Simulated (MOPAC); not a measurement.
Input file for MOPAC: PM7 on AlAsH4O (SMILES [OH][AlH][AsH2]), a point of a torsion scan.

```
PM7 1SCF PRECISE CHARGE=0 THREADS=1
AlAsH4O

O     -1.83926230 1    -0.58899155 1     0.39397353 1
Al    -0.50488806 1     0.26125540 1    -0.05974815 1
As     1.71261975 1    -0.23983465 1     0.72382101 1
H     -2.66278300 1    -1.01393917 1     0.59325869 1
H     -0.77982767 1     1.38925987 1    -1.08718148 1
H      2.16793771 1     0.92001278 1    -0.13195013 1
H      1.77946698 1    -1.13420808 1    -0.49960446 1
```

Output:

```
*******************************************************************************
 **                                                                           **
 **                              MOPAC v23.2.5                                **
 **                                                                           **
 *******************************************************************************
 ** MOPAC's Digital Object Identifier: https://doi.org/10.5281/zenodo.6511958 **
 **                                                                           **
 ** Please cite the open-source release paper for use of this MOPAC version:  **
 ** J. E. Moussa and J. J. P. Stewart (2026)                                  **
 ** MOPAC: An open-source semiempirical molecular orbital program             **
 ** J. Open Source Softw., 11(119), 8025, https://doi.org/10.21105/joss.08025 **
 *******************************************************************************

                              PM7 CALCULATION RESULTS

 *******************************************************************************
 *  PM7        - The PM7 Hamiltonian to be used
 *
 *
 *
 *                 CHARGE ON SYSTEM = 0
 *
 *
 *
 *  PRECISE    - TIGHTER CRITERIA TO BE USED
 *  1SCF       - DO 1 SCF AND THEN STOP
 *  THREADS=1  - MULTI-THREADING NOT USED
 *  T=         - A TIME OF 172800.0 SECONDS REQUESTED
 *  DUMP=N     - RESTART FILE WRITTEN EVERY 7200.0 SECONDS REQUESTED
 *******************************************************************************
PM7 1SCF PRECISE CHARGE=0 THREADS=1
 AlAsH4O

   ATOM   CHEMICAL          X               Y               Z
  NUMBER   SYMBOL      (ANGSTROMS)     (ANGSTROMS)     (ANGSTROMS)

     1       O         -1.83926230  *  -0.58899155  *   0.39397353  *
     2      Al         -0.50488806  *   0.26125540  *  -0.05974815  *
     3      As          1.71261975  *  -0.23983465  *   0.72382101  *
     4       H         -2.66278300  *  -1.01393917  *   0.59325869  *
     5       H         -0.77982767  *   1.38925987  *  -1.08718148  *
     6       H          2.16793771  *   0.92001278  *  -0.13195013  *
     7       H          1.77946698  *  -1.13420808  *  -0.49960446  *



          CARTESIAN COORDINATES

    NO.       ATOM           X           Y           Z

     1         O         -1.8393     -0.5890      0.3940
     2        Al         -0.5049      0.2613     -0.0597
     3        As          1.7126     -0.2398      0.7238
     4         H         -2.6628     -1.0139      0.5933
     5         H         -0.7798      1.3893     -1.0872
     6         H          2.1679      0.9200     -0.1320
     7         H          1.7795     -1.1342     -0.4996

 General Reference for PM7:
 "Optimization of Parameters for Semiempirical Methods VI: More Modifications to the
 NDDO Approximations and Re-optimization of Parameters", J. J. P. Stewart, J. Mol. Mod., 1:32, 19 (2013)
 https://link.springer.com/article/10.1007/s00894-012-1667-x

           Empirical Formula: H4 O Al As  =     7 atoms



      MOLECULAR POINT GROUP   :   C1


      RHF CALCULATION, NO. OF DOUBLY OCCUPIED LEVELS = 9


 -------------------------------------------------------------------------------
 PM7 1SCF PRECISE CHARGE=0 THREADS=1
 AlAsH4O



     1SCF WAS SPECIFIED, SO BFGS WAS NOT USED
     SCF FIELD WAS ACHIEVED


                              PM7 CALCULATION
                                                       MOPAC v23.2.5 Linux




          FINAL HEAT OF FORMATION =        -43.93169 KCAL/MOL =    -183.81020 KJ/MOL


          COSMO AREA              =        114.39 SQUARE ANGSTROMS
          COSMO VOLUME            =        101.77 CUBIC ANGSTROMS

          IONIZATION POTENTIAL    =          9.120196 EV
          HOMO LUMO ENERGIES (EV) =         -9.120 -1.157
          NO. OF FILLED LEVELS    =          9
          MOLECULAR WEIGHT        =        121.9341         POINT GROUP:  C1

          MOLECULAR DIMENSIONS (Angstroms)

            Atom       Atom       Distance
            H     6    H     4     5.25376
            H     5    H     7     3.38510
            H     7   As     3     1.41254


          SCF CALCULATIONS        =          1





   ATOM   CHEMICAL          X               Y               Z
  NUMBER   SYMBOL      (ANGSTROMS)     (ANGSTROMS)     (ANGSTROMS)

     1       O         -1.83926230  *  -0.58899155  *   0.39397353  *
     2      Al         -0.50488806  *   0.26125540  *  -0.05974815  *
     3      As          1.71261975  *  -0.23983465  *   0.72382101  *
     4       H         -2.66278300  *  -1.01393917  *   0.59325869  *
     5       H         -0.77982767  *   1.38925987  *  -1.08718148  *
     6       H          2.16793771  *   0.92001278  *  -0.13195013  *
     7       H          1.77946698  *  -1.13420808  *  -0.49960446  *

                             CARTESIAN COORDINATES

   1    O       -1.839262300    -0.588991550     0.393973530
   2   Al       -0.504888060     0.261255400    -0.059748150
   3   As        1.712619750    -0.239834650     0.723821010
   4    H       -2.662783000    -1.013939170     0.593258690
   5    H       -0.779827670     1.389259870    -1.087181480
   6    H        2.167937710     0.920012780    -0.131950130
   7    H        1.779466980    -1.134208080    -0.499604460


           Empirical Formula: H4 O Al As  =     7 atoms



      MOLECULAR POINT GROUP   :   C1


                  EIGENVALUES
 -30.24157 -19.26586 -18.84842 -14.79001 -14.74856 -13.64065 -12.60767 -11.38008
  -9.12020  -1.15745  -0.94036  -0.79307  -0.75410  -0.67942   0.12330   1.47540
   2.72926   3.66712   4.18082   4.56701   4.98002  17.40723  17.87100  17.96654
  20.16508  21.55683


              NET ATOMIC CHARGES AND DIPOLE CONTRIBUTIONS

  ATOM NO.   TYPE          CHARGE      No. of ELECS.   s-Pop       p-Pop       d-Pop
    1          O          -0.548629        6.5486     1.58786     4.96077
    2         Al           0.470462        2.5295     0.27643     1.48270     0.77041
    3         As          -0.429743        5.4297     1.59280     3.62008     0.21686
    4          H           0.394957        0.6050     0.60504
    5          H          -0.174350        1.1743     1.17435
    6          H           0.145273        0.8547     0.85473
    7          H           0.142030        0.8580     0.85797
 DIPOLE           X         Y         Z       TOTAL
 POINT-CHG.    -1.501    -0.581    -1.064     1.930
 HYBRID         0.059    -0.779     0.626     1.001
 SUM           -1.442    -1.360    -0.438     2.030


          ATOMIC ORBITAL ELECTRON POPULATIONS

     Atom    s        px        py        pz      x^2-y^2     xz        z^2       yz        xy
    1  O   1.58786   1.50989   1.69609   1.75479
    2 Al   0.27643   0.56897   0.46324   0.45048   0.19486   0.15103   0.07120   0.21058   0.14274
    3 As   1.59280   1.36654   1.01711   1.23643   0.05482   0.03780   0.02278   0.07711   0.02436
    4  H   0.60504
    5  H   1.17435
    6  H   0.85473
    7  H   0.85797

 **********************
 *                    *
 * JOB ENDED NORMALLY *
 *                    *
 **********************




 == MOPAC DONE ==
```

The run finished.

Cost: about 0.03 core-seconds (a rough figure).
